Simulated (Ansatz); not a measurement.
Total energies of the cluster Ag2Ge (the lowest singlet isomer of a short search) from Ansatz at PBE0-D4/def2-TZVP, gas phase (1 Eh = 27.2114 eV = 2625.5 kJ/mol). The reference geometry is relaxed at PBE0-D4/def2-TZVP.

```csv
atom,x (Å),y (Å),z (Å)
Ag1,0.4947,-1.5449,0.2714
Ag2,-0.4488,0.8206,-1.3529
Ge3,-0.0460,0.7243,1.0815
```

```json
{"state": "charge 0 singlet", "geometry": "reference", "energy (Eh)": "-2370.72843"}
{"state": "charge 1 doublet", "geometry": "reference", "energy (Eh)": "-2370.47025"}
{"state": "charge 0 triplet", "geometry": "relaxed at PBE0-D4/def2-TZVP", "energy (Eh)": "-2370.71882"}
{"state": "charge 0 quintet", "geometry": "relaxed at PBE0-D4/def2-TZVP", "energy (Eh)": "-2370.63872"}
{"state": "free Ag atom (doublet)", "geometry": "–", "energy (Eh)": "-146.96650"}
{"state": "free Ge atom (triplet)", "geometry": "–", "energy (Eh)": "-2076.65516"}
```

In the def2 sets Ag takes a core potential; there is no spin–orbit coupling.

(1) Work out the vertical ionisation energy to the doublet.

(2) Which of the charge 0 states is lowest, and how far above it are the others?

(3) What is the binding energy per atom against free atoms?

(1) E(charge 1 doublet) − E(charge 0 singlet) = -2370.47025 − (-2370.72843) = 0.25818 Eh = 7.03 eV. For comparison, −ε of the highest occupied level is 5.30 eV at this level, 1.73 eV less.

(2) The singlet. triplet: -2370.71882 − (-2370.72843) = 0.00961 Eh = 25.2 kJ/mol; quintet: -2370.63872 − (-2370.72843) = 0.08971 Eh = 235.5 kJ/mol.

(3) Atoms: 2 × (-146.96650) + 1 × (-2076.65516) = -2370.58816 Eh. Binding: -2370.58816 − (-2370.72843) = 0.14027 Eh = 3.82 eV, or 1.27 eV for each of 3 atoms (no zero-point energy, no counterpoise term).

The structure comes from a short search, and lower isomers may exist.
